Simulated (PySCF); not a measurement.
- σ from GIAO-PBE0/pcSseg-1
- coordinates at the GFN2-xTB level
- code: PySCF 2.14.0 with density-fitted response routines
- relativity neglected, in vacuum, one computed conformer, fast rotation and ring inversion assumed for equivalent nuclei

Chemical shifts δ = σref − σ; 1H (σref 31.72), 13C (σref 186.93) vs TMS, all at this level. Acid and N–H amide carbonyl carbons lie up to 10 ppm further downfield in solution (hydrogen bonding). Shifts are as computed. Against solution values, carbons near 30 ppm lie about +3 ppm off and those near 130 ppm about +5 ppm; carbons on Cl a further +6 ppm. Of 1211 compounds with measured shifts, 218 miss one by over three times the rms of a fit or turn the order of signals round; such compounds aren't used in these exercises. Carbons bonded to Cl come out too deshielded. OH and NH positions are gas-phase values without hydrogen bonding to other molecules.

Task: Order these molecules by the shift of their most shielded carbon-bound hydrogen, lowest δ first.
A. C#Cc1cc(O)ccc1Cl
B. C=C[C@H](O[SiH2]C#N)C(=O)O
C. Cc1n[nH]c(C)p1

Result: C (2.77 ppm, hydrogen on a methyl carbon on an aromatic ring), A (3.09 ppm, hydrogen on a terminal alkyne carbon), B (5.31 ppm, hydrogen on an sp3 CH bonded to O, α to a carbonyl).

Task: Order these molecules by the shift of their most shielded carbon, lowest δ first.
A. C#Cc1cc(O)ccc1Cl
B. C=C[C@H](O[SiH2]C#N)C(=O)O
C. Cc1n[nH]c(C)p1
D. O=CN[C@@H]1C=C[C@H]1F

Result: C (17.8 ppm, methyl carbon on an aromatic ring), D (55.8 ppm, allylic sp3 CH bonded to N), B (75.9 ppm, sp3 CH bonded to O, α to a carbonyl), A (85.0 ppm, alkyne carbon).

Task: How many 13C and 1H signals does each give (equivalence by symmetry and fast rotation, but not about amide C–N or C=N bonds)? `Cc1n[nH]c(C)p1`, `C=C[C@H](O[SiH2]C#N)C(=O)O`, `C#Cc1cc(O)ccc1Cl`, `O=CN[C@@H]1C=C[C@H]1F`

Result: Cc1n[nH]c(C)p1: 4 C, 3 H; C=C[C@H](O[SiH2]C#N)C(=O)O: 5 C, 7 H; C#Cc1cc(O)ccc1Cl: 8 C, 5 H; O=CN[C@@H]1C=C[C@H]1F: 5 C, 6 H.
